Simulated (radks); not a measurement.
Coulomb parameter of the 5d shell of the tungsten ion W3+ in the model configuration [Xe] 4f14 5d2 6p1, as a second difference U = [E(n + 1) + E(n - 1) - 2 E(n)] / (1)^2 with all orbitals relaxed. "Bare": the charge of the atom changes with n. "Screened": the 6p shell takes up the change at fixed total charge, which measures U(5d,5d) + U(6p,6p) - 2 U(5d,6p). Calculated with a radial shooting solver on a logarithmic mesh with Libxc functionals: scalar-relativistic Kohn-Sham, PBE, spin-unpolarised, spherical densities, finite nucleus; Fermi nuclear charge, rms radius 5.3658 fm.

\begin{tabular}{lrr}
case & configuration & E - E(n) (eV) \\ \hline
start & [Xe] 4f14 5d2 6p1 & 0.000 \\
bare +1 & [Xe] 4f14 5d3 6p1 & -28.807 \\
bare -1 & [Xe] 4f14 5d1 6p1 & 40.873 \\
screened +1 & [Xe] 4f14 5d3 & -11.144 \\
screened -1 & [Xe] 4f14 5d1 6p2 & 12.906 \\
\end{tabular}

U(bare) = 12.066 eV, U(screened by 6p) = 1.763 eV, against the Slater integral F0(5d,5d) = 14.460 eV with frozen orbitals.
